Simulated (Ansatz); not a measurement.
The molecule MgH-, multiplicity 3 (an upper state: multiplicity 1 came lower at CCSD(T)/def2-TZVPP on PBE0 minima).

Seven points along R, fitted to fifth degree in 1/R; most abundant isotopes. In def2 and cc sets the state is the lowest found near the PBE0 minimum, followed along R.

Correlated levels freeze the inner cores; with def2 sets outer-core shells near the valence are correlated too.

Codes used: Ansatz (a quantum-chemistry and plane-wave program). Each number belongs to the level named beside it.

| level | r_e (Å) | ω_e (cm⁻¹) | ω_e x_e (cm⁻¹) |
|---|---|---|---|
| PBE/def2-TZVPP | 1.793 | 1300 | 30 |
| PBE0/def2-TZVPP | 1.783 | 1341 | 29 |
| wB97X-V/def2-TZVPP | 1.780 | (withheld) | 27 |
| CCSD/def2-TZVPP | 1.775 | 1354 | 25 |
| CCSD(T)/def2-TZVPP | (withheld) | (withheld) | 25 |

Task: Complete the blanks.

Result: 
- CCSD(T)/def2-TZVPP, r_e (Å): 1.776
- CCSD(T)/def2-TZVPP, ω_e (cm⁻¹): 1348
- wB97X-V/def2-TZVPP, ω_e (cm⁻¹): 1364
